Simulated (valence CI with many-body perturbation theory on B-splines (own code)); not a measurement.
**E1 line list for As²⁺**

Calculated by relativistic CI+MBPT: three valence electrons over a frozen Dirac-Fock core [Ar] 3d10, a basis of 11 s, 11 p, 10 d, 8 f, 5 g, 2 h functions for each j, with the one-electron correlation potential Σ1 (screened to all orders), the two-electron term Σ2, the three-electron term Σ3, Breit, model QED; selected single and double excitations, second order for the rest, scaled by the run's own slope (own B-spline code, finite nucleus).

Against 13 measured levels this calculation errs by 212 cm⁻¹ on average and by 566 at most. These come from a selection out of Moore, Atomic Energy Levels, vol. II, NSRDS-NBS 35 (1971 reprint of NBS Circular 467, 1952), an old analysis. Levels without a partner in it may be off by more.

Lines 201 to 250 of 534 in falling wavelength, among levels below 25.764 eV, chosen from the strongest by gf and those to the six lowest levels. Wavelengths and rates use the calculated energies, so an error of 200 cm⁻¹ moves a line at 394.0 nm by 0.79 % and its rate by three times that or more. Electric multipoles are in the length gauge, E1 and E2 with the static RPA response of the core. Weak lines are less certain than strong ones. Lines between different terms over intervals too small for the method are left out, as are lines whose strength nearly cancels. Where a level lies close to another of its J and parity, the split of strength between their lines is uncertain. The highest levels of a list are the least certain.

Names give the largest LS component (configuration and term), which can be under half, so a name can repeat, a term be missing and a line seem to break the LS rules; names also repeat where a configuration has a term twice.

| λ vac (nm) | λ from measured levels | Upper | Lower | A (s⁻¹) | S (a.u.) with core polarisation | S without |
| --- | --- | --- | --- | --- | --- | --- |
| 397.3 |  | 4s4p5p ²P_1/2 | 4s4p5s ⁴P°_3/2 | 3.20e+06 | 1.98e-01 | 1.98e-01 |
| 395.5 |  | 4s4p5p ²P_3/2 | 4s4p5s ⁴P°_3/2 | 1.03e+07 | 1.26e+00 | 1.28e+00 |
| 394.0 | 392.4 | 4s²5p ²P°_3/2 | 4s²5s ²S_1/2 | 1.54e+08 | 1.85e+01 | 1.87e+01 |
| 393.9 |  | 4s4p5s ²P°_1/2 | 4s²6s ²S_1/2 | 1.94e+06 | 1.17e-01 | 1.17e-01 |
| 386.4 |  | 4s²9s ²S_1/2 | 4s4p5s ⁴P°_3/2 | 3.73e+06 | 2.13e-01 | 2.14e-01 |
| 381.9 |  | 4s4p5p ²P_1/2 | 4s4p5s ⁴P°_1/2 | 2.61e+07 | 1.43e+00 | 1.45e+00 |
| 381.6 |  | 4s4p5p ⁴P_1/2 | 4s4p5s ⁴P°_3/2 | 1.88e+08 | 1.03e+01 | 1.04e+01 |
| 380.3 |  | 4s4p5p ²P_3/2 | 4s4p5s ⁴P°_1/2 | 5.71e+07 | 6.20e+00 | 6.27e+00 |
| 372.1 |  | 4s4p5s ²P°_3/2 | 4s²6s ²S_1/2 | 3.27e+06 | 3.33e-01 | 3.32e-01 |
| 370.4 |  | 4s²7p ²P°_1/2 | 4s²5d ²D_3/2 | 4.64e+06 | 2.33e-01 | 2.30e-01 |
| 367.4 |  | 4s4p5p ⁴P_1/2 | 4s4p5s ⁴P°_1/2 | 1.86e+07 | 9.08e-01 | 9.13e-01 |
| 367.1 |  | 4s²8s ²S_1/2 | 4s²6p ²P°_3/2 | 4.24e+07 | 2.07e+00 | 2.06e+00 |
| 366.0 |  | 4s²7p ²P°_3/2 | 4s²5d ²D_5/2 | 6.76e+06 | 6.55e-01 | 6.49e-01 |
| 364.9 |  | 4s²7p ²P°_3/2 | 4s²5d ²D_3/2 | 7.86e+05 | 7.54e-02 | 7.48e-02 |
| 363.0 |  | 4s²8s ²S_1/2 | 4s²6p ²P°_1/2 | 2.16e+07 | 1.02e+00 | 1.01e+00 |
| 360.5 |  | 4s4p5p ⁴D_1/2 | 4s4p4d ⁴F°_3/2 | 1.20e+08 | 5.56e+00 | 5.51e+00 |
| 358.6 |  | 4s²7d ²D_3/2 | 4s²6p ²P°_3/2 | 7.52e+06 | 6.84e-01 | 6.87e-01 |
| 358.2 |  | 4s²7d ²D_5/2 | 4s²6p ²P°_3/2 | 4.56e+07 | 6.20e+00 | 6.22e+00 |
| 357.6 |  | 4s4p5p ⁴D_3/2 | 4s4p4d ⁴F°_5/2 | 1.09e+08 | 9.86e+00 | 9.78e+00 |
| 354.7 |  | 4s²7d ²D_3/2 | 4s²6p ²P°_1/2 | 3.98e+07 | 3.50e+00 | 3.52e+00 |
| 353.1 |  | 4s4p5p ⁴D_5/2 | 4s4p4d ⁴F°_7/2 | 1.21e+08 | 1.58e+01 | 1.57e+01 |
| 349.8 |  | 4s4p5p ⁴D_3/2 | 4s4p4d ⁴F°_3/2 | 2.58e+07 | 2.18e+00 | 2.16e+00 |
| 341.9 |  | 4s4p5p ⁴D_5/2 | 4s4p4d ⁴F°_5/2 | 2.33e+07 | 2.76e+00 | 2.74e+00 |
| 336.4 |  | 4s4p5p ²P_3/2 | 4s4p4d ⁴F°_5/2 | 6.78e+06 | 5.10e-01 | 5.05e-01 |
| 334.8 |  | 4s4p5p ⁴D_5/2 | 4s4p4d ⁴F°_3/2 | 1.15e+06 | 1.28e-01 | 1.27e-01 |
| 330.7 |  | 4s4p5p ²P_1/2 | 4s4p4d ⁴F°_3/2 | 2.78e+07 | 9.92e-01 | 9.83e-01 |
| 329.7 | 325.6 | 4s²6s ²S_1/2 | 4s²5p ²P°_3/2 | 3.10e+08 | 1.10e+01 | 1.09e+01 |
| 329.5 |  | 4s4p5p ²P_3/2 | 4s4p4d ⁴F°_3/2 | 1.41e+06 | 9.97e-02 | 9.88e-02 |
| 328.7 |  | 4s²7p ²P°_3/2 | 4s²6s ²S_1/2 | 1.90e+06 | 1.34e-01 | 1.37e-01 |
| 327.9 |  | 4s4p4d ²F°_5/2 | 4s²5d ²D_3/2 | 3.18e+05 | 3.32e-02 | 3.19e-02 |
| 322.1 | 318.2 | 4s²6s ²S_1/2 | 4s²5p ²P°_1/2 | 1.57e+08 | 5.18e+00 | 5.16e+00 |
| 319.8 |  | 4s4p5p ⁴P_1/2 | 4s4p4d ⁴F°_3/2 | 2.83e+06 | 9.12e-02 | 9.04e-02 |
| 312.0 |  | 4s4p5p ⁴D_1/2 | 4s²6p ²P°_1/2 | 1.83e+06 | 5.49e-02 | 5.56e-02 |
| 306.8 |  | 4s4p5p ⁴D_3/2 | 4s²6p ²P°_3/2 | 1.27e+06 | 7.23e-02 | 7.32e-02 |
| 299.9 | 299.0 | 4s²5d ²D_3/2 | 4s²5p ²P°_3/2 | 8.06e+07 | 4.29e+00 | 4.31e+00 |
| 299.1 | 298.3 | 4s²5d ²D_5/2 | 4s²5p ²P°_3/2 | 4.84e+08 | 3.84e+01 | 3.85e+01 |
| 295.2 |  | 4s4p5p ⁴D_5/2 | 4s²6p ²P°_3/2 | 3.90e+05 | 2.97e-02 | 3.02e-02 |
| 293.7 |  | 4s²6f ²F°_5/2 | 4s²5d ²D_5/2 | 4.70e+06 | 3.53e-01 | 3.53e-01 |
| 293.7 |  | 4s²6f ²F°_7/2 | 4s²5d ²D_5/2 | 7.01e+07 | 7.02e+00 | 7.03e+00 |
| 293.6 | 292.7 | 4s²5d ²D_3/2 | 4s²5p ²P°_1/2 | 4.13e+08 | 2.07e+01 | 2.07e+01 |
| 293.0 |  | 4s²6f ²F°_5/2 | 4s²5d ²D_3/2 | 6.57e+07 | 4.89e+00 | 4.90e+00 |
| 292.0 |  | 4s4p5p ²P_1/2 | 4s²6p ²P°_3/2 | 2.31e+06 | 5.67e-02 | 5.73e-02 |
| 291.1 |  | 4s4p5p ²P_3/2 | 4s²6p ²P°_3/2 | 5.68e+06 | 2.77e-01 | 2.80e-01 |
| 289.4 |  | 4s4p5p ²P_1/2 | 4s²6p ²P°_1/2 | 6.13e+06 | 1.47e-01 | 1.49e-01 |
| 288.5 |  | 4s4p5p ²P_3/2 | 4s²6p ²P°_1/2 | 4.11e+06 | 1.95e-01 | 1.97e-01 |
| 286.1 |  | 4s²9s ²S_1/2 | 4s²6p ²P°_3/2 | 2.23e+07 | 5.16e-01 | 5.14e-01 |
| 283.6 |  | 4s²9s ²S_1/2 | 4s²6p ²P°_1/2 | 1.13e+07 | 2.54e-01 | 2.52e-01 |
| 281.0 |  | 4s4p5p ⁴P_1/2 | 4s²6p ²P°_1/2 | 1.57e+06 | 3.43e-02 | 3.47e-02 |
| 272.7 |  | 4s²6g ²G_7/2 | 4s²4f ²F°_5/2 | 1.16e+08 | 9.32e+00 | 9.33e+00 |
| 272.6 |  | 4s²6g ²G_7/2 | 4s²4f ²F°_7/2 | 4.32e+06 | 3.46e-01 | 3.46e-01 |
